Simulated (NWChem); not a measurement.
Molecule: C₂H₈AlN; SMILES [CH3][Al]([NH2])[CH3]

```xyz
12

Al     0.0298     0.0003    -0.0001
C     -0.8958    -1.7329    -0.1291
H     -0.2015    -2.5956    -0.1965
H     -1.5585    -1.7675    -1.0207
H     -1.5527    -1.9015     0.7515
C     -0.9215     1.7195     0.1283
H     -1.5826     1.8768    -0.7511
H     -0.2408     2.5931     0.1937
H     -1.5829     1.7443     1.0211
N      1.8212     0.0127     0.0011
H      2.4067     0.8491     0.0628
H      2.4175    -0.8159    -0.0619
```
Atoms are numbered in this order, from 1.

Level: PBE-D3(BJ)/def2-SVP (NWChem), optimised geometry, unscaled harmonic frequencies. 

Question: List the harmonic frequencies with IR intensities, and the thermochemistry.

Answer: 
| frequency (cm⁻¹) | IR intensity (km/mol) |
|---|---|
| 57 | 0.0 |
| 72 | 0.2 |
| 157 | 1.8 |
| 179 | 4.6 |
| 182 | 1.7 |
| 386 | 0.0 |
| 418 | 164.3 |
| 532 | 2.1 |
| 543 | 1.0 |
| 592 | 0.0 |
| 615 | 0.7 |
| 663 | 55.2 |
| 684 | 21.1 |
| 733 | 199.8 |
| 823 | 141.2 |
| 1165 | 33.0 |
| 1165 | 15.3 |
| 1373 | 0.0 |
| 1378 | 0.0 |
| 1383 | 0.7 |
| 1384 | 4.3 |
| 1479 | 40.6 |
| 2961 | 7.6 |
| 2963 | 2.2 |
| 3048 | 0.1 |
| 3049 | 12.9 |
| 3066 | 10.5 |
| 3066 | 9.3 |
| 3496 | 14.3 |
| 3586 | 12.2 |

```
Item                                                                               Result
-----------------------------------------------------------------------  ----------------
zero-point energy                                                           58.9 kcal/mol
thermal correction to the enthalpy at 298.15 K (with zero-point energy)     64.5 kcal/mol
heat capacity Cv                                                         27.0 cal/(mol K)
entropy at 298.15 K and 1 atm (symmetry number 2)                        84.4 cal/(mol K)
dipole moment                                                                      0.90 D
```

Rigid rotor and harmonic oscillator; modes under 100 cm⁻¹ make the entropy uncertain.
